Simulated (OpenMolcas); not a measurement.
## V2+: moving the ligands

V2+ with its 8 nearest fluoride ions at 2.277 Å, on the Ca site of CaF2 (a = 5.46294 Å, distance in the model lattice 2.366 Å). The rest of the host is ab initio model potentials to 7.6 Å and point charges beyond; the distance is set by hand and nothing relaxes. Ligand basis ANO-RCC-VDZP.
```
V     0.0000    0.0000    0.0000
F     1.3146    1.3146    1.3146
F     1.3146    1.3146   -1.3146
F     1.3146   -1.3146    1.3146
F     1.3146   -1.3146   -1.3146
F    -1.3146    1.3146    1.3146
F    -1.3146    1.3146   -1.3146
F    -1.3146   -1.3146    1.3146
F    -1.3146   -1.3146   -1.3146
```

```
Program             : OpenMolcas 26.06
Method              : CASSCF
Basis               : ANO-RCC-VTZP [6s5p3d2f1g]
Scalar Hamiltonian  : DKH2, point nucleus
Active space        : 3 electrons in 5 orbitals (3d)
State averaging     : 2S+1 = 4 even, 10 roots; 2S+1 = 2 even, 40 roots
Spin-orbit coupling : state interaction with AMFI integrals over the reference wave functions
```

Runs around this geometry, states (labels of O, the rotations of Oh). Energies in cm-1 above the lowest state or level, χT in cm3 K/mol; under a threefold ground state the first gap can be a small split of the lowest multiplet, not the spin-orbit step; 10Dq and B are least-squares fits to the states below 45000 cm-1, weighted by degeneracy, with a free offset, and given where the rms deviation is under 5 % of |10Dq| (or 100 cm-1) and under 700 cm-1; 10Dq is negative for this site.

```csv
R (Å),Ground state,First state of that spin,10Dq,B (rms of fit),First gap with spin-orbit (degeneracies),χT at 300 K,First state of another spin
2.23,4T1,4T2 5501,-6809,944 (192),"12.3 (4, 2)",1.656,2E 10538
2.277,4T1,4T2 4856,-6082,943 (183),"13.1 (4, 2)",1.655,2E 11233
2.366,4T1,4T2 3870,-4906,944 (166),"15.0 (4, 2)",1.652,2E 12288
```

Taking |10Dq| as R^-n, n = -ln(4906 / 6809) / ln(2.366 / 2.23) = 5.5 between the shortest and longest distance. The point-charge formula for a cubic d site gives n = 5.

An orbital triplet at a regular site is open to Jahn-Teller coupling, which can distort the site and quench the lowest spin-orbit gaps and is left out. Without dynamic correlation the repulsion within the d shell is too large (B by tens of per cent), so at a given field states of lower spin stand too high. Ligand-to-metal charge-transfer states are missing. With no ligand orbital active B as a rule stays too high, so bands that hang on it stand too high and its fall with covalency is understated. With metal d orbitals alone and no dynamic correlation 10Dq can be off by a tenth to a fifth, either way, in oxide and fluoride hosts. No measured value stands beside these numbers; the geometry was set by hand and not optimised.
